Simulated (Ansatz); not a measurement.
Ansatz (a program for electronic structure) input:

Ansatz 0.2 input:
```yaml
crystal:
  periodic: [false, false, false]
  atoms:
    - {symbol: Ge, position_ang: [-0.01104719, -0.02428911, 0.76784213]}
    - {symbol: Br, position_ang: [1.09411213, -1.62548576, -0.38711500]}
    - {symbol: Br, position_ang: [-1.08401184, 1.64769295, -0.31491209]}
basis:
  gaussian:
    orbitals: cc-pVQZ
hamiltonian:
  xc: pbe
total_charge: 1
magnetization: {spin_polarized: true, initial_magnetization: 1}
correlation: {method: rpa, electrons: outside_noble_gas}
```

Q: Which total energy does the run end on?

A: -7220.79434 Eh (RPA@PBE/cc-pVQZ). The basis has 204 functions.
